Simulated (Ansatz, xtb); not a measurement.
Relative energy of two isomers of ClH5NSi2

Structure a is `N[Si]([SiH3])Cl`, a doublet and structure b is `[SiH3]N[SiH]Cl`, a doublet. Both are isolated molecules in the gas phase, relaxed with B3LYP-D3(BJ)/def2-SVP; the shapes shown needn't be the lowest conformers.

a (Å):

```xyz
9

Cl   -0.8660    2.4296   -2.3762
N     1.0501    0.0673   -2.1080
Si    0.1917    1.1640   -1.0626
Si   -1.4075   -0.0953    0.1595
H     1.4180    0.3897   -3.0001
H     1.6358   -0.6612   -1.7066
H    -0.6872   -1.1387    0.9515
H    -2.3938   -0.7643   -0.7412
H    -2.1280    0.8109    1.0993
```

b (Å):

```yaml
atoms:
  - { symbol: Cl, position_ang: [1.3603, -0.8623, 3.2308] }
  - { symbol: N, position_ang: [-0.0113, -2.2847, 0.7646] }
  - { symbol: Si, position_ang: [-1.3037, -2.0857, -0.4073] }
  - { symbol: Si, position_ang: [1.2971, -1.2137, 1.1595] }
  - { symbol: H, position_ang: [-1.2755, -3.1683, -1.4340] }
  - { symbol: H, position_ang: [-2.6425, -2.1163, 0.2524] }
  - { symbol: H, position_ang: [-1.0967, -0.7671, -1.0632] }
  - { symbol: H, position_ang: [-0.0095, -3.1691, 1.2729] }
  - { symbol: H, position_ang: [1.0121, 0.0792, 0.4597] }
```

Quicker runs give these differences E(b) − E(a): GFN2-xTB −20.6 kcal/mol; HF/STO-3G −4.9 kcal/mol (at GFN2-xTB geometries); r2SCAN-D4/def2-SVP −8.0 kcal/mol (at GFN2-xTB geometries).

Problem. Estimate E(b) − E(a) at the level CCSD(T)/def2-SVP + ΔMP2/def2-TZVPP.

Solution. Calculated at CCSD(T)/def2-SVP + ΔMP2/def2-TZVPP: E(b) − E(a) = −11.0 kcal/mol, so structure b lies lower.

How the difference moves with the method:

| level | geometry | E(b) − E(a) (kcal/mol) | departure from the last row (kcal/mol) | job, with rough time for the two |
| --- | --- | --- | --- | --- |
| GFN2-xTB | GFN2-xTB | −20.6 | −9.6 | optimisation, 0.2 s |
| HF/STO-3G | GFN2-xTB | −4.9 | +6.1 | single point, 0.32 s |
| r2SCAN-D4/def2-SVP | GFN2-xTB | −8.0 | +3.0 | single point, 3.6 s |
| B3LYP-D3(BJ)/def2-SVP | B3LYP-D3(BJ)/def2-SVP | −8.7 | +2.3 | optimisation, 2.1 min |
| HF/def2-SVP | B3LYP-D3(BJ)/def2-SVP | −15.0 | −3.9 | part of the CCSD(T) run |
| MP2/def2-SVP | B3LYP-D3(BJ)/def2-SVP | −13.3 | −2.2 | part of the CCSD(T) run |
| CCSD(T)/def2-SVP | B3LYP-D3(BJ)/def2-SVP | −11.3 | −0.3 | single point |
| CCSD(T)/def2-SVP + ΔMP2/def2-TZVPP | B3LYP-D3(BJ)/def2-SVP | −11.0 |  | single point, 26 s |

As drawn, b has 1 N–Si, 1 Si–H in place of 1 Si–Si, 1 N–H.

None of the levels shown reverses the order. The largest departure from CCSD(T)/def2-SVP + ΔMP2/def2-TZVPP is that of GFN2-xTB, 9.6 kcal/mol. The last row adds to CCSD(T) the change of the MP2 difference between the two basis sets, here +0.3 kcal/mol.

With harmonic frequencies from B3LYP-D3(BJ)/def2-SVP (ideal gas, rigid rotor, one conformer each, 298.15 K, 1 atm): on the last row, ΔE + ΔZPE = −11.6 kcal/mol. A mode under 50 cm⁻¹ makes harmonic enthalpies and free energies unreliable, so none is given.

Open shells are spin-unrestricted. The correlated steps freeze 16 core orbitals. Run with Ansatz 0.2.0, xtb 6.7.1; the last row on 2 threads of Intel(R) Xeon(R) 6975P-C (Granite Rapids) on a shared host.
